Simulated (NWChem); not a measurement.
System: CH10FNSi3; SMILES N[C@H]([SiH3])[Si@@H](F)[SiH3]

```xyz
16

N     -1.8285    -0.6441     0.1531
C     -0.4424    -0.8646    -0.3578
Si     0.2213    -2.6305    -0.1129
Si     0.4936     0.5629     0.4665
F      2.0759     0.5011     0.0783
Si    -0.4543     2.6180    -0.1717
H     -1.9347    -1.0329     1.0884
H     -2.5191    -1.1027    -0.4381
H     -0.4518    -0.6460    -1.4340
H      1.5986    -2.8067    -0.6492
H      0.2188    -2.9469     1.3432
H     -0.6892    -3.6021    -0.7859
H      0.4019     0.3677     1.9447
H     -0.9417     2.5558    -1.5789
H     -1.5956     2.9730     0.7144
H      0.5553     3.7118    -0.0825
```
Atoms are numbered in this order, from 1.

Level: B3LYP/6-31G* (spherical d) (NWChem), optimised geometry, unscaled harmonic frequencies. B3LYP is NWChem's, with the RPA form of VWN correlation.

**Question.** List the harmonic frequencies with IR intensities, and the thermochemistry.

**Answer.** 
| frequency (cm⁻¹) | IR intensity (km/mol) |
|---|---|
| 40 | 0.7 |
| 69 | 1.3 |
| 109 | 0.3 |
| 130 | 0.1 |
| 143 | 5.0 |
| 179 | 10.7 |
| 204 | 20.1 |
| 243 | 6.8 |
| 285 | 22.4 |
| 312 | 19.8 |
| 419 | 5.2 |
| 504 | 22.5 |
| 531 | 16.7 |
| 538 | 6.7 |
| 616 | 26.4 |
| 696 | 44.3 |
| 796 | 173.9 |
| 804 | 277.8 |
| 836 | 62.6 |
| 876 | 47.1 |
| 893 | 175.5 |
| 914 | 199.9 |
| 940 | 111.8 |
| 947 | 29.4 |
| 949 | 85.2 |
| 950 | 57.8 |
| 953 | 85.1 |
| 1047 | 18.5 |
| 1095 | 37.0 |
| 1140 | 25.4 |
| 1370 | 1.4 |
| 1689 | 28.0 |
| 2216 | 106.5 |
| 2223 | 188.7 |
| 2229 | 40.9 |
| 2237 | 37.1 |
| 2239 | 243.6 |
| 2250 | 85.2 |
| 2252 | 213.0 |
| 3052 | 6.1 |
| 3473 | 0.2 |
| 3562 | 2.7 |

```
Quantity                                                                             Value
-----------------------------------------------------------------------  -----------------
zero-point energy                                                            67.1 kcal/mol
thermal correction to the enthalpy at 298.15 K (with zero-point energy)      74.5 kcal/mol
heat capacity Cv                                                          38.0 cal/(mol K)
entropy at 298.15 K and 1 atm (symmetry number 1)                        102.8 cal/(mol K)
dipole moment                                                                       2.30 D
```

Rigid rotor and harmonic oscillator; modes under 100 cm⁻¹ make the entropy uncertain.
